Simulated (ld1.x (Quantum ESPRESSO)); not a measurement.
**Which change was made? (Rb, TM)**

| Quantity | Value |
| --- | --- |
| Element | Rb (Z = 37) |
| Generator | ld1.x (Quantum ESPRESSO) 7.5 |
| Type | norm-conserving Troullier–Martins (Kleinman–Bylander form) |
| Functional | PBEsol |
| Relativity | scalar-relativistic |
| Frozen core | [Ar] 3d10 |
| Valence charge | 9 |
| Reference configuration | 4s2 4p6 5s1 5p0 |
| Partial waves | 4s (bound): rc 1.75 bohr; 4d channel at 0.45 Ry: rc 1.55 bohr; 4p (bound): rc 1.65 bohr |
| Local potential | the p channel |
| Core correction | none |

Occupied shells without a wave of their own: 5s. They enter only through the test configuration that unscreens the potential.

Cutoffs, loose and tight: the cutoffs (Ry, on a coarse ladder) from which the occupation-weighted sum of valence levels, in a spherical-Bessel basis at the reference potential, stays within 10 and 1 mRy of its value at 400 Ry. They do not see the model core or the augmentation charge, which bear on the density cutoff. Test errors are all-electron minus pseudo excitation energies from the reference, over the configurations 4s2 4p6 5s0 5p0; 4s2 4p6 5s0.5 5p0; 4s2 4p6 5s0 5p1; 4s2 4p5 5s1 5p0; 4s1 4p6 5s1 5p0; variants that change the core or the reference have their own tests.

The base gives: outcome: generated; cutoff, loose: 45 Ry; cutoff, tight: 80 Ry; bound ghosts: d; largest test error (meV): -20.

(1) After one change the result is: outcome: generated; cutoff, loose: 15 Ry; cutoff, tight: 30 Ry; bound ghosts: none; largest test error (meV): -2749. Which change was it?
A. all radii scaled by about 0.76 (s 1.34, p 1.26, d 1.18 bohr)
B. all radii scaled by about 1.36 (s 2.38, p 2.24, d 2.10 bohr)
C. all radii scaled by about 1.18 (s 2.06, p 1.94, d 1.84 bohr)
D. all radii scaled by about 0.86 (s 1.50, p 1.42, d 1.32 bohr)

## Answers

(1) B. The others give: all radii scaled by about 0.86 (s 1.50, p 1.42, d 1.32 bohr) → outcome: generated; cutoff, loose: 55 Ry; cutoff, tight: 90 Ry; bound ghosts: d; largest test error (meV): -3.7 | all radii scaled by about 1.18 (s 2.06, p 1.94, d 1.84 bohr) → outcome: generated; cutoff, loose: 30 Ry; cutoff, tight: 45 Ry; bound ghosts: none; largest test error (meV): -85 | all radii scaled by about 0.76 (s 1.34, p 1.26, d 1.18 bohr) → outcome: generated; cutoff, loose: 70 Ry; cutoff, tight: 140 Ry; bound ghosts: none; largest test error (meV): +4.1.
